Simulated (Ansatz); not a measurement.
`C[NH][Zr]([F])([F])[F]` + H₂Se → `[F][Zr]([F])([F])[SeH]` + CH₃NH₂ at 500 K and 1 bar (ligand exchange at a Zr–N bond).

Isolated molecules relaxed with PBE0-D4/def2-TZVP in Ansatz; ΔE leaves out vibrations. CCSD(T)/CBS adds triple-zeta CCSD(T) − MP2 to the extrapolated MP2 energy (def2 sets, frozen cores). Elements past krypton have def2 core potentials. For Se, Zr outer-core shells are correlated without core-valence functions, which leaves a few kJ/mol of doubt a bond. Scalar relativity is left out up to krypton. Each species was taken in one conformer, which may not be the lowest.

```tsv
species	CCSD(T)/CBS energy (Eh)	H − E (kJ/mol)	S (J/(mol·K))
`C[NH][Zr]([F])([F])[F]`	-441.80817	209.9	474.8
H₂Se	-2401.89790	53.1	237.8
`[F][Zr]([F])([F])[SeH]`	-2747.96381	81.7	448.1
CH₃NH₂	-95.75281	191.8	270.3
```

H − E and S are ideal-gas, rigid-rotor, harmonic terms from PBE0-D4/def2-TZVP, for one conformer and one mirror image of each species. 1 Eh = 2625.50 kJ/mol, R = 8.31446 J/(mol·K).

By hand: ΔE, ΔH, ΔS and ΔG.

ΔE = (-2747.96381) + (-95.75281) − (-441.80817) − (-2401.89790) = -0.01055 Eh = -27.7 kJ/mol. Δ(H − E) = 81.7 + 191.8 − 209.9 − 53.1 = 10.5, so ΔH = -17.2 kJ/mol. ΔS = 448.1 + 270.3 − 474.8 − 237.8 = 5.8 J/(mol·K). ΔG = -17.2 − 500 × (5.8)/1000 = -20.1 kJ/mol.

By hand: the equilibrium constant, and the temperature at which ΔG would vanish if ΔH and ΔS stayed fixed.

log₁₀ K = −ΔG/(RT ln 10) = 2.1. ΔH and −TΔS have one sign here, so there is no such temperature. One of them is within its doubt of zero, so this could turn.

The number of gas molecules stays the same, so ΔS is small and ΔH decides. A doubt of 5 kJ/mol in ΔE shifts log₁₀ K by 0.5 here. Other conformers and mirror images would add mixing entropy, several J/(mol·K) or more a flexible species. Modes under 60 cm⁻¹, often nearly free rotors, make the harmonic entropy too high. These are equilibria of isolated gas molecules and say nothing of rates. Largest T1 diagnostic: 0.016 (customary marks: 0.02 for closed shells, 0.045 for open ones).
